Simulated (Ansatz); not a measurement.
Tuning the range parameter of LC-ωPBE so that −HOMO meets the ionisation energy; basis def2-TZVP, Ansatz. System: NbH₄. The state is a doublet with charge 0. Geometry: r2SCAN-D4/def2-TZVP. The ionised state is a singlet, and HOMO is the level of the spin that leaves.

Geometry of the doublet:

```xyz
5

Nb    0.000    0.000    0.000
H     0.394   -1.559   -0.719
H     1.263    0.328    1.183
H    -1.589   -0.034    0.760
H    -0.069    1.265   -1.223
```

In the def2 sets Nb takes a core potential; there is no spin–orbit coupling. No other spin state of charge 0 was run.

| ω (1/bohr) | HOMO (eV) | LUMO (eV) | vertical IE (eV) | HOMO + IE (eV) |
| --- | --- | --- | --- | --- |
| 0.1 | -6.25 | -3.10 | 8.24 | 1.99 |
| 0.15 | -6.94 | -2.49 | 8.28 | 1.34 |
| 0.2 | -7.57 | -1.98 | 8.34 | 0.77 |
| 0.3 | -8.59 | -1.24 | 8.47 | -0.12 |

Task: Where does the tuning condition hold?

Result: Near ω = 0.29 bohr⁻¹, by linear interpolation.
